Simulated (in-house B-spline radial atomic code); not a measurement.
A radial electron density 4πr²n(r) was computed for an atom or ion in its tabulated ground configuration with an all-electron radial atomic-structure program (B-spline basis); method: non-relativistic B3LYP, spin-polarised, spherical fractional occupations, exact exchange averaged over the configuration. Columns: r (bohr), 4πr²n(r) (electrons per bohr), bar.

```
 0.00181    1.585 #
 0.00225    2.365 ##
 0.00279    3.483 ###
 0.00345    5.052 ####
 0.00428    7.276 #####
 0.00531    10.32 ########
 0.00658    14.31 ###########
 0.00815    19.38 ##############
  0.0101    25.48 ###################
  0.0125    32.27 ########################
  0.0155    39.18 #############################
  0.0192    45.07 #################################
  0.0239    48.78 ####################################
  0.0296    49.24 ####################################
  0.0367    46.74 ##################################
  0.0454    43.23 ################################
  0.0563    41.86 ###############################
  0.0698    45.39 #################################
  0.0865    53.13 #######################################
   0.107    59.93 ############################################
   0.133    59.46 ############################################
   0.165    50.35 #####################################
   0.204    40.12 #############################
   0.253     37.6 ############################
   0.314    42.88 ###############################
   0.389    45.25 #################################
   0.482    36.97 ###########################
   0.598    22.58 #################
   0.741    12.32 #########
   0.918    9.357 #######
    1.14    9.177 #######
    1.41    7.551 ######
    1.75    4.643 ###
    2.17    2.356 ##
    2.69    1.212 #
    3.33   0.6864 #
    4.13   0.3463 
    5.12   0.1266 
    6.34  0.02973 
    7.86 0.003977 
    9.74 0.0002717 
    12.1 7.795e-06
```

Q: Which atom or ion is it?
A. Zr2+
B. Nb+
C. Zr+
D. Tc2+

A: C. The area under the curve, ∫4πr²n dr = ∫r·4πr²n d(ln r) on this logarithmic grid, is 39 electrons, which only this option has. The configuration is [Kr] 4d2 5s1.
